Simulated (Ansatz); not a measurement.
Steps of a relaxation of `CCB(O)O` with RKS PBE0-D4/def2-TZVP.

```sh
$ ansatz run in.yaml --threads 4 --pin off --events-out ev --progress --plain --max-ram 10444MiB
```

```yaml
crystal:
  periodic: [false, false, false]
  atoms:
    - {symbol: C, position_ang: [-1.082283, 0.817094, 0.712069]}
    - {symbol: C, position_ang: [0.399811, 0.484210, 0.506073]}
    - {symbol: B, position_ang: [0.712356, -0.645142, -0.566188]}
    - {symbol: O, position_ang: [-0.262567, -1.318038, -1.272719]}
    - {symbol: O, position_ang: [2.019759, -0.981943, -0.808315]}
    - {symbol: H, position_ang: [-1.240406, 1.608945, 1.472630]}
    - {symbol: H, position_ang: [-1.558592, 1.180751, -0.224673]}
    - {symbol: H, position_ang: [-1.661334, -0.068086, 1.055705]}
    - {symbol: H, position_ang: [0.867254, 0.171823, 1.466814]}
    - {symbol: H, position_ang: [0.967457, 1.394507, 0.209796]}
    - {symbol: H, position_ang: [-1.156132, -1.011441, -1.037711]}
    - {symbol: H, position_ang: [2.071475, -1.687980, -1.479482]}
basis:
  gaussian: {orbitals: def2-TZVP}
hamiltonian: {xc: pbe0, dispersion: d4}
relax: {f_tol: 0.005, max_steps: 150}
```

Positions (Å) and forces (eV/Å) along the path, 6 of 6 steps:

```xyz
12
step=1 energy=-6956.8276 eV
C    -1.082    0.817    0.712   -0.334    0.074    0.049
C     0.400    0.484    0.506    0.276    0.112    0.120
B     0.712   -0.645   -0.566    0.009   -0.022    0.003
O    -0.263   -1.318   -1.273   -0.321    0.431    0.379
O     2.020   -0.982   -0.808   -0.404   -0.429   -0.433
H    -1.240    1.609    1.473    0.125   -0.390   -0.372
H    -1.559    1.181   -0.225    0.255   -0.176    0.437
H    -1.661   -0.068    1.056    0.304    0.410   -0.164
H     0.867    0.172    1.467   -0.250    0.149   -0.439
H     0.967    1.395    0.210   -0.295   -0.409    0.141
H    -1.156   -1.011   -1.038    0.620   -0.233   -0.178
H     2.071   -1.688   -1.479    0.015    0.482    0.457
12
step=2 energy=-6956.8650 eV
C    -1.077    0.813    0.709   -0.128    0.026    0.017
C     0.397    0.482    0.504    0.101    0.017    0.039
B     0.707   -0.643   -0.560    0.042    0.020   -0.017
O    -0.264   -1.310   -1.268   -0.057    0.160    0.161
O     2.008   -0.979   -0.805   -0.189   -0.139   -0.134
H    -1.226    1.598    1.460    0.032   -0.112   -0.107
H    -1.546    1.173   -0.219    0.072   -0.053    0.131
H    -1.648   -0.063    1.051    0.086    0.124   -0.049
H     0.855    0.175    1.458   -0.069    0.041   -0.134
H     0.955    1.385    0.212   -0.082   -0.132    0.034
H    -1.149   -1.011   -1.035    0.147   -0.083   -0.071
H     2.063   -1.675   -1.473    0.044    0.131    0.129
12
step=3 energy=-6956.8687 eV
C    -1.076    0.813    0.709   -0.003    0.000   -0.001
C     0.396    0.481    0.502    0.006    0.009   -0.022
B     0.705   -0.637   -0.563    0.017   -0.049    0.053
O    -0.263   -1.308   -1.264    0.010    0.047    0.014
O     2.003   -0.979   -0.803   -0.049    0.005   -0.026
H    -1.221    1.593    1.459    0.002    0.009    0.009
H    -1.543    1.172   -0.214   -0.004    0.004   -0.011
H    -1.643   -0.060    1.049   -0.004   -0.011    0.003
H     0.852    0.174    1.450    0.006   -0.008    0.004
H     0.950    1.381    0.211    0.005    0.018    0.001
H    -1.147   -1.012   -1.038   -0.022   -0.020   -0.020
H     2.064   -1.674   -1.465    0.037   -0.005   -0.003
12
step=4 energy=-6956.8689 eV
C    -1.076    0.813    0.709    0.009   -0.003    0.001
C     0.396    0.480    0.503   -0.006   -0.021    0.011
B     0.704   -0.643   -0.557    0.015    0.048   -0.053
O    -0.263   -1.305   -1.266    0.007   -0.001    0.029
O     2.002   -0.978   -0.804   -0.021   -0.014    0.016
H    -1.219    1.596    1.456   -0.003    0.014    0.013
H    -1.543    1.170   -0.215   -0.007    0.005   -0.016
H    -1.644   -0.058    1.052   -0.010   -0.015    0.006
H     0.851    0.175    1.452    0.007    0.001    0.025
H     0.951    1.378    0.211    0.010    0.008   -0.009
H    -1.149   -1.014   -1.040   -0.026   -0.010   -0.011
H     2.067   -1.669   -1.469    0.025   -0.012   -0.010
12
step=5 energy=-6956.8693 eV
C    -1.076    0.814    0.711    0.002   -0.007   -0.007
C     0.395    0.480    0.502    0.004   -0.003   -0.004
B     0.702   -0.642   -0.561    0.006    0.023    0.023
O    -0.266   -1.306   -1.267    0.004   -0.006   -0.006
O     2.000   -0.978   -0.800   -0.010   -0.012   -0.012
H    -1.218    1.597    1.460    0.001    0.001    0.001
H    -1.544    1.171   -0.212   -0.004    0.001    0.002
H    -1.643   -0.057    1.055   -0.004    0.002    0.001
H     0.853    0.174    1.450   -0.001    0.000    0.004
H     0.951    1.378    0.208   -0.001    0.006    0.001
H    -1.154   -1.017   -1.048    0.002   -0.001   -0.001
H     2.076   -1.670   -1.464    0.002   -0.003   -0.002
12
step=6 energy=-6956.8693 eV
C    -1.076    0.813    0.711    0.000    0.002    0.000
C     0.396    0.481    0.503   -0.002   -0.001    0.000
B     0.703   -0.640   -0.560   -0.001    0.000   -0.001
O    -0.264   -1.305   -1.267    0.000    0.001    0.001
O     2.001   -0.980   -0.801    0.001    0.000    0.000
H    -1.218    1.596    1.459    0.000    0.000    0.000
H    -1.545    1.170   -0.212    0.000    0.000    0.000
H    -1.643   -0.058    1.055    0.001   -0.001    0.000
H     0.854    0.176    1.451    0.001    0.000    0.000
H     0.950    1.380    0.209    0.000    0.000    0.000
H    -1.153   -1.016   -1.049    0.001    0.001    0.000
H     2.073   -1.673   -1.464    0.000    0.000    0.000
```

It took 37 s on 4 threads of an Intel Xeon on a shared host, with 0.45 GiB of host memory at the peak.
